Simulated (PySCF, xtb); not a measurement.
C3H12Si3, SMILES C=CC([SiH3])([SiH3])[SiH3]. Other conformers were not sampled.

Harmonic wavenumbers (cm⁻¹) from GFN2-xTB (xtb) at its own minimum, in rising order: 55, 142, 144, 153, 163, 202, 212, 217, 252, 401, 468, 502, 509, 515, 522, 537, 587, 614, 770, 775, 779, 789, 789, 790, 806, 810, 818, 855, 865, 882, 988, 1018, 1133, 1323, 1415, 1688, 2219, 2229, 2234, 2239, 2247, 2249, 2253, 2260, 2270, 2995, 3094, 3116.

What does PBE0-D3(BJ)/def2-SVP (PySCF) give at its own minimum? (Estimate from the structure and the level; the computed values follow.)

52, 86, 153, 160, 161, 191, 197, 206, 223, 400, 481, 573, 580, 587, 611, 663, 682, 685, 888, 901, 902, 904, 928, 933, 941, 941, 943, 947, 947, 950, 1008, 1031, 1149, 1325, 1426, 1709, 2220, 2223, 2228, 2229, 2230, 2233, 2237, 2237, 2242, 3125, 3164, 3263. Paired by order, the mean absolute difference is 56 cm⁻¹ and the zero-point energies are 75.6 and 78.8 kcal/mol.
